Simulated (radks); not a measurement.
Q: The mean radii <r> (bohr) of the occupied orbitals of an atom or ion are listed with their occupations. Calculated with a radial shooting solver on a logarithmic mesh with Libxc functionals: scalar-relativistic Kohn-Sham, LDA (Slater exchange, VWN5 correlation), spin-unpolarised, spherical densities, finite nucleus; Fermi nuclear charge, rms radius of each element as measured or else 0.836 A^(1/3) + 0.57 fm.

orbital  occ.      <r>
1s          2  0.04556
2s          2   0.2031
2p          6   0.1773
3s          2   0.5984
3p          6   0.6155
3d         10   0.6606

Name the element and its charge.

A: Z = 33, arsenic, charge +5: As5+ in [Ar] 3d10. The 1s radius gives Z: for a bare nucleus <r> = (2 gamma + 1)/(2Z) with gamma = sqrt(1 - (Z/c)^2), 0.04456 bohr for Z = 33, and screening makes it slightly larger (0.04556 here). The occupations add up to 28, and the charge is Z minus that.
